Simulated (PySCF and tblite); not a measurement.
Values are calculated unless marked as measured or tabulated.
C5H5FO, numbered as in [CH3:1][c:2]1[o:3][cH:4][cH:5][c:6]1[F:7].

Level: PBE0-D3(BJ)/def2-SVP (IEF-PCM, water)//GFN2-xTB, thermal terms from GFN2-xTB, symmetry numbers and mirror pairs counted. Conformers within 2.5 kcal/mol (GFN2-xTB free energy) were kept, 6 at most. GIAO shieldings: KT3/pcSseg-1 (IEF-PCM, water). Shifts are against TMS (¹H), TMS (¹³C) at the same level. Run with PySCF (density fitting) and tblite.

What shifts does this protocol give at 298.15 K under fast conformational exchange?

¹H: 7.35 (H4, 1H), 6.50 (H5, 1H), 2.49 (H1, 3H) ppm. ¹³C: 151.2 (C6), 132.5 (C4), 132.3 (C2), 99.8 (C5), 13.2 (C1) ppm.

Shifts are unscaled: against experiment ¹³C can be off by 15 ppm or more and ¹H by 0.8 ppm.
